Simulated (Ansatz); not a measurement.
H4OS2Si, SMILES `O[SiH2]SS`. Charge 0, multiplicity 1. The structure was optimised at the PBE0-D4/def2-TZVP level. It is one conformer, not always the lowest.

```xyz
8

O    -0.884   -1.389    0.677
Si    0.560   -0.749    0.250
S     0.752    1.319    0.793
S    -0.881    1.946   -0.310
H    -1.660   -0.987    0.278
H     0.767   -0.832   -1.217
H     1.599   -1.483    1.007
H    -0.253    2.175   -1.479
```

Task: What is the dipole moment at ωB97M-V/def2-TZVPP? (Estimate.)

Result: Computed: 1.68 D, with components (-0.34, 0.17, -1.63) D in this frame, pointing from negative to positive charge.

Task: And with PBE, r2SCAN, B3LYP? (An estimate is asked.)

Result: Ansatz gave: PBE 1.63 D, r2SCAN 1.69 D, B3LYP 1.67 D.

Task: Give the Mulliken charges with ωB97M-V, r2SCAN, PBE in def2-TZVPP. (Estimate.)

Result: Computed: 
```
atom  ωB97M-V  r2SCAN    PBE
  O1    -0.37   -0.40  -0.34
 Si2     0.41    0.56   0.45
  S3    -0.16   -0.19  -0.16
  S4    -0.14   -0.13  -0.14
  H5     0.18    0.21   0.19
  H6    -0.04   -0.09  -0.07
  H7    -0.02   -0.07  -0.06
  H8     0.13    0.12   0.13
```

B3LYP here is the variant with VWN-RPA as its local correlation; programs differ in this.
